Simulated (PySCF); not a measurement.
Mg⁺: interval between two levels

Mg⁺ [Ne] 3s1 [2S1/2, M_J = 1/2] → Mg⁺ [Ne] 3p1 [2P3/2, M_J = 3/2], as a difference of total energies. Calculation: PySCF 2.14, in x2c-TZVPall-2c (5s5p3d, 35 functions); the two-component X2C-1e Hamiltonian. Correlated levels: [Ne] frozen. "Screened" scales the spin-orbit matrix elements by Boettger's factors to mimic the two-electron term; Breit and QED terms are absent.

```
                        method  interval between two levels (cm⁻¹)
               GHF (spin-free)                               34910
              GMP2 (spin-free)                               34910
             GCCSD (spin-free)                               34910
          GCCSD(T) (spin-free)                               34910
     GHF (screened spin-orbit)                               34942
    GMP2 (screened spin-orbit)                               34942
   GCCSD (screened spin-orbit)                               34942
GCCSD(T) (screened spin-orbit)                               34942
```

Errors of the correlated levels include the incompleteness of this basis and the frozen core.

For comparison: 35761 cm⁻¹ (measured; NIST Handbook of Basic Atomic Spectroscopic Data (Sansonetti and Martin, J. Phys. Chem. Ref. Data 34, 1559 (2005))).
